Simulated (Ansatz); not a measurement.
Start from `[SiH3]C/C=C/Cl` and change one atom or group to get `[SiH3]/C=C/C[SiH3]`.

Ansatz, PBE0-D4/def2-TZVP geometries, multiplicity 1. Each molecule was computed in one conformer, which needn't be the lowest.

| property | `[SiH3]C/C=C/Cl` |
| --- | --- |
| HOMO–LUMO gap (B3LYP/def2-TZVPP) / eV | 6.33 |
| LUMO energy (ωB97M-V/def2-TZVPP) / eV | 1.79 |
| HOMO–LUMO gap (ωB97M-V/def2-TZVPP) / eV | 10.92 |
| HOMO energy (B3LYP/def2-TZVPP) / eV | -6.77 |
| HOMO–LUMO gap (PBE/def2-TZVPP) / eV | 4.69 |
| HOMO energy (PBE/def2-TZVPP) / eV | -5.87 |

Task: What does the change do to each property? (An estimate is asked.)

Result: Ansatz gave: 
```csv
property,`[SiH3]/C=C/C[SiH3]`,shift
HOMO–LUMO gap (B3LYP/def2-TZVPP) / eV,6.51,0.18
LUMO energy (ωB97M-V/def2-TZVPP) / eV,1.60,-0.19
HOMO–LUMO gap (ωB97M-V/def2-TZVPP) / eV,11.09,0.17
HOMO energy (B3LYP/def2-TZVPP) / eV,-7.12,-0.35
HOMO–LUMO gap (PBE/def2-TZVPP) / eV,4.88,0.19
HOMO energy (PBE/def2-TZVPP) / eV,-6.27,-0.40
```

With PBE0 the HOMO falls by 0.35 eV and the LUMO falls by 0.19 eV, so the gap widens by about 0.16 eV. PBE moves the HOMO by -0.40 eV and ωB97M-V by -0.36 eV.

B3LYP here is the variant with VWN-RPA as its local correlation; programs differ in this.
